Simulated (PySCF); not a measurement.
**Nuclear quadrupole coupling in `CO[C@@]1(F)[SiH2][C@@H]1C=O`**

C4H7FO2Si.
SMILES with atom numbers: `[CH3:1][O:2][C@@:3]1([F:4])[SiH2:5][C@@H:6]1[CH:7]=[O:8]` (hydrogens: H9, H10, H11 on C1; H12, H13 on Si5; H14 on C6; H15 on C7)

Structure used (GFN2-xTB), in Å, numbered top down from 1:
```xyz
15
C4H7FO2Si angstrom
C      2.1623    0.6052    0.4396
O      1.5309   -0.5861   -0.0272
C      0.2815   -0.4099   -0.5355
F      0.3032    0.3740   -1.6790
Si    -1.0282   -1.7640   -0.4042
C     -0.8547   -0.0304    0.4345
C     -1.7948    1.0326    0.1047
O     -2.4632    1.6348    0.9090
H      1.5606    1.0907    1.2127
H      2.3210    1.3029   -0.3858
H      3.1186    0.2937    0.8513
H     -1.9771   -1.8413   -1.4950
H     -0.7209   -2.8888    0.4521
H     -0.5686   -0.0505    1.4820
H     -1.8751    1.2450   -0.9781
```

Field gradients from the PBE0/pcSseg-1 density (PySCF, non-relativistic), principal values in atomic units, ordered |Vxx| ≤ |Vyy| ≤ |Vzz|:

| atom | Vxx | Vyy | Vzz |
| --- | --- | --- | --- |
| O2 | -0.1645 | -1.8280 | 1.9925 |
| O8 | 0.5598 | 1.4581 | -2.0179 |

Q: Find the asymmetry η = (Vxx − Vyy)/Vzz and the couplings χ = eQV/h (234.96 MHz × Q in barn × V in au), with Q(17O) = −0.0256 b.

A: 
```
atom      environment  nucleus     η  χzz (MHz)  χxx (MHz)  χyy (MHz)
  O2     ether oxygen      17O  0.83     -11.99       0.99      11.00
  O8  aldehyde oxygen      17O  0.45      12.14      -3.37      -8.77
```

Q: What is Vzz at O2 in SI units (1 au = 9.71736 × 10²¹ V/m²)?

A: 1.9925 au = 19.362 × 10²¹ V/m².

Were the hydrogens deuterons (Q(2H) = 0.00286 b), χzz would run from 116 kHz (H12 and H13) to 215 kHz (H14).

One conformer (not necessarily the lowest) at the GFN2-xTB geometry, without solvent, vibrations or thermal averaging. GFN2-xTB bond lengths can be off by several hundredths of an ångström, more for odd bonds, and the gradients follow them. The basis is small and wasn't made for field gradients, so the couplings can be 20 % off.
